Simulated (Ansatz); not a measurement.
Isolated molecules relaxed with PBE0-D4/def2-TZVP in Ansatz; ΔE leaves out vibrations. CCSD(T)/CBS adds triple-zeta CCSD(T) − MP2 to the extrapolated MP2 energy (def2 sets, frozen cores). Functionals use def2-TZVPP. One conformer a species, not always the lowest.

`CC(O)O[SiH3]` + `[OH][AlH][SiH3]` → `[SiH3][O][AlH][SiH3]` + `CC(O)O`  (ligand exchange at the Si–O bond)

```csv
species,PBE-D4 energy (Eh)
`CC(O)O[SiH3]`,-520.68338
`[OH][AlH][SiH3]`,-609.86977
`[SiH3][O][AlH][SiH3]`,-900.45530
`CC(O)O`,-230.10824
```

Question: Work out ΔE.

Answer: ΔE = (-900.45530) + (-230.10824) − (-520.68338) − (-609.86977) = -0.01039 Eh = -27.3 kJ/mol. CCSD(T)/CBS gives -30.7 kJ/mol.

Largest T1 diagnostic among the species: 0.014.

From PBE to PBE0 (25 % exact exchange), in def2-TZVPP and without D4, ΔE moves by −3.2 kJ/mol. In def2-TZVPP, CCSD(T) changes the Hartree–Fock value by +8.8 kJ/mol (the triples alone add +1.6 kJ/mol) and MP2 by +10.0 kJ/mol.
